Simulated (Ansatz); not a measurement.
`O[CH2][ZnH]` + `[SH][GaH2]` → `[ZnH][S][GaH2]` + CH₃OH  (ligand exchange at a Zn–C bond)

Computed with Ansatz on PBE0-D4/def2-TZVP structures; ΔE is electronic, products minus reactants. CCSD(T)/CBS adds triple-zeta CCSD(T) − MP2 to the extrapolated MP2 energy (def2 sets, frozen cores). This one scheme is used for every species. For Ga, Zn outer-core shells are correlated without core-valence functions, which leaves a few kJ/mol of doubt a bond. Scalar relativity is left out up to krypton. One conformer a species, not always the lowest.

```csv
level,ΔE (kJ/mol)
CCSD(T)/def2-SVP,-155.1
MP2/CBS(def2),-159.6
```

Q: What does CCSD(T)/CBS give? (Best estimate.)

A: Computed: -155.9 kJ/mol. The listed levels differ from it by 0.8, -3.7 kJ/mol.

Largest T1 diagnostic among the species: 0.015.

In def2-TZVPP, CCSD(T) changes the Hartree–Fock value by +21.5 kJ/mol (the triples alone add +1.2 kJ/mol) and MP2 by +17.8 kJ/mol. From BLYP to BHLYP (50 % exact exchange), in def2-TZVPP and without D4, ΔE moves by −22.4 kJ/mol.
